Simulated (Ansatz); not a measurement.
Ideal-gas functions of O$_{3}$W (`[O]=[W](=[O])=[O]`) at 500 K and 1 bar, from an Ansatz frequency run at PBE0-D4/def2-TZVP.

Molar mass 231.84 g/mol, point group C3v (symmetry number 3), electronic degeneracy 1, moments of inertia 76.142, 76.142, 122.455 u Å². Harmonic wavenumbers (cm⁻¹, unscaled): 287, 349, 349, 970, 970, 1053.

Use S(trans) = R[1.5 ln M + 2.5 ln T − 1.1517]; rotational temperatures θ = 24.2544 K / I; S(rot) = R[ln(√π/σ · √(T³/θAθBθC)) + 1.5]; for each mode x = 1.438777 ν̃/T, S = R[x/(eˣ − 1) − ln(1 − e⁻ˣ)] and H = RT x/(eˣ − 1); 1 cm⁻¹ = 0.0119627 kJ/mol; R = 8.31446 J/(mol·K).

**Question.** By hand: the entropy, in J/(mol·K).

**Answer.** Translation 187.5. Rotation: θ = 0.3185, 0.3185, 0.1981 K, giving 101.8. Vibration, mode by mode: 10.14, 8.62, 8.62, 2.04, 2.04, 1.69, in all 33.2. Electronic 0.0. Sum 322.5 J/(mol·K).

**Question.** By hand: H − E and G − E in kJ/mol, counted from the electronic energy.

**Answer.** Zero-point energy ½ × 3978 × 0.0119627 = 23.8; thermal vibration 9.7; translation, rotation and pV give 4 RT = 16.6. H − E = 50.1 kJ/mol, and G − E = 50.1 − 500 × 322.5/1000 = -111.2 kJ/mol.

Vibration gives 10 % of the entropy.
